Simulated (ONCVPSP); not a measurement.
Scattering properties, ONCV potential for chlorine (Cl)

* Element: chlorine (Cl)
* Generator: ONCVPSP 4.0.1
* Type: optimised norm-conserving Vanderbilt (ONCV)
* Functional: PBE
* Relativity: scalar-relativistic
* Frozen core: [He]
* Valence charge: 15
* Reference configuration: 2s2 2p6 3s1.75 3p5.25
* Partial waves: 2s+3s: rc 0.90 bohr, ncon 4, nbas 7, qcut 10.6 1/bohr, 2 projectors; 2p+3p: rc 0.60 bohr, ncon 4, nbas 8, qcut 19.4 1/bohr, 2 projectors; d scattering state at 0.11 Ha: rc 0.75 bohr, ncon 4, nbas 8, qcut 15.2 1/bohr, 2 projectors, debl 1.2 Ha
* Local potential: polynomial inside 0.50 bohr (lpopt 5, dvloc0 4 Ha)
* Core correction: Teter function fitted to the true core (icmod 2), fcfact 0.3

The phase is arctan(r·R′/R) of the radial function R(r), unwrapped; energies in Ha, scanned from -11 to 5 Ha. A pole is an energy at which the radial function vanishes at the test radius. The pseudo phase is shifted by a multiple of π to meet the all-electron one at the reference energy, and phase errors are pseudo minus all-electron; the curves can meet again beyond the range given. Levels narrower than the energy grid can be missing from the lists of poles.

Problem. For each channel, where are the poles, and over which energies does the pseudopotential scatter like the atom?

Solution.

```csv
channel,radius (bohr),reference energy (Ha),"poles, all-electron","poles, pseudo",unbroken range about the reference energy with phases within 0.05 rad,phase error 1 Ha above the reference energy (rad)
s,0.91,-0.77,-8.70,-8.70,the whole range,+0.000
p,0.61,-0.32,-3.20,-3.20,the whole range,+0.000
d,0.76,0.11,none,none,the whole range,+0.000
```

Phases in the p channel:

| E (Ha) | all-electron | pseudo |
| --- | --- | --- |
| -10.96 | -0.010 | -0.010 |
| -10.08 | -0.351 | -0.351 |
| -9.20 | -0.676 | -0.676 |
| -8.32 | -0.936 | -0.936 |
| -7.44 | -1.128 | -1.128 |
| -6.56 | -1.269 | -1.269 |
| -5.68 | -1.374 | -1.374 |
| -4.80 | -1.457 | -1.457 |
| -3.92 | -1.524 | -1.524 |
| -3.04 | -1.580 | -1.580 |
| -2.16 | -1.630 | -1.630 |
| -1.28 | -1.676 | -1.676 |
| -0.40 | -1.718 | -1.718 |
| 0.48 | -1.760 | -1.760 |
| 1.36 | -1.802 | -1.802 |
| 2.24 | -1.846 | -1.846 |
| 3.12 | -1.892 | -1.892 |
| 4.00 | -1.943 | -1.942 |
| 4.88 | -2.000 | -1.999 |
